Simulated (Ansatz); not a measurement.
## Ansatz (development build ahead of 0.2.0) run

```yaml
crystal:
  periodic: [false, false, false]
  atoms:
    - { symbol: Ti, position_ang: [0.0, 0.0, 0.0] }
    - { symbol: O, position_ang: [0.0, 0.0, 2.1] }
    - { symbol: H, position_ang: [0.775, 0.0, 2.675] }
    - { symbol: H, position_ang: [-0.775, 0.0, 2.675] }
basis:
  gaussian: { orbitals: pcseg-2 }
total_charge: 1
magnetization:
  spin_polarized: true
  initial_magnetization: 3
hamiltonian:
  xc: pbe
```

The input is written out in the form of the current development build from the run's settings.

Results

```yaml
Converged: yes
Total_energy: -925.34229 hartree
Spin_squared_of_the_determinant: 3.751
Stability_test: minimum
```

Caution: other spin multiplicities were not run.
